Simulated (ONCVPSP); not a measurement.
## Building the ONCV potential for iridium (Ir) (PBE, scalar-relativistic).

ONCVPSP 4.0.1 input, shortened (lines: element, Z, core and valence counts, functional; n l f; lmax; l rc ep ncon nbas qcut; lloc lpopt rc5 dvloc0; l nproj debl; icmod fcfact rcfact), PBE, scalar-relativistic:

```
  Ir 77.00   10    5        4      upf
    1    0    2.00
    2    0    2.00
    2    1    6.00
    3    0    2.00
    3    1    6.00
    3    2   10.00
    4    0    2.00
    4    1    6.00
    4    2   10.00
    4    3   14.00
    5    0    2.00
    5    1    6.00
    5    2    7.00
    6    0    1.00
    6    1    1.00
    2
    0    1.45    0.00    3    6    9.20
    1    2.15    0.00    4    7    5.20
    2    1.80    0.00    4    8    8.10
    4    5    1.25    0.00
    0    2    2.90
    1    2    2.70
    2    2    1.50
    3    4.25    1.30
```

All-electron outer shells of the reference configuration (PBE, scalar-relativistic, ld1.x):

```csv
shell,level (eV),outermost node (bohr),outermost maximum (bohr)
4d,-292.88,0.21,0.42
5s,-99.90,0.50,0.89
4f,-64.09,–,0.39
5p,-56.62,0.54,1.01
5d,-8.93,0.59,1.29
6s,-7.63,1.17,2.35
6p,-2.11,1.39,3.34
```

Task: Does the generator finish with these settings?

Result: Yes, a potential is produced and its reference levels are reproduced.

Task: Estimate the cutoffs (Ha) at which the residual kinetic energy of the hardest occupied pseudo-wave falls to 1 and 0.1 mHa per electron.

Result: 31 Ha and 36 Ha.

Task: What does a ghost test show?

Result: No bound ghost flagged; GHOST(+) flagged for s at 237.3 eV.

Its largest configuration-test error is -7.8 meV (5s2 5p6 5d7 6s0 6p0). 1 of 4 tests not solved or not reliable.
